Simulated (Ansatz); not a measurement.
Isolated molecules relaxed with PBE0-D4/def2-TZVP in Ansatz; ΔE leaves out vibrations. CCSD(T)/CBS adds triple-zeta CCSD(T) − MP2 to the extrapolated MP2 energy (def2 sets, frozen cores). This one scheme is used for every species. Functionals use def2-TZVPP. B3LYP here is the variant with VWN-RPA as its local correlation; programs differ in this. Each species was taken in one conformer, which may not be the lowest.

Reaction (formal exchange of groups at a B–C bond): `C=C(C)B(F)Cl` + `COCO` → `COB(F)Cl` + `C=C(C)CO`

Is it downhill or uphill in electronic energy at CCSD(T)/CBS, and by how much? (Best estimate.)

The calculation gave: Downhill: ΔE = -30.2 kcal/mol.

What do these levels give: PBE-D4, r2SCAN-D4, PBE0-D4, ωB97M-V, B2PLYP, r2SCAN, PBE0, B3LYP, CCSD(T)/def2-TZVPP, HF/def2-QZVPP, HF/CBS(def2), CCSD/CBS(def2)? (Estimate.)

Ansatz gave: PBE-D4 -28.4, r2SCAN-D4 -29.4, PBE0-D4 -29.4, ωB97M-V -29.9, B2PLYP -30.0, r2SCAN -29.4, PBE0 -29.4, B3LYP -29.7, CCSD(T)/def2-TZVPP -29.7, HF/def2-QZVPP -30.8, HF/CBS(def2) -30.9, CCSD/CBS(def2) -30.6 kcal/mol.

Largest T1 diagnostic among the species: 0.012.

From PBE to PBE0 (25 % exact exchange), in def2-TZVPP and without D4, ΔE moves by −1.0 kcal/mol.
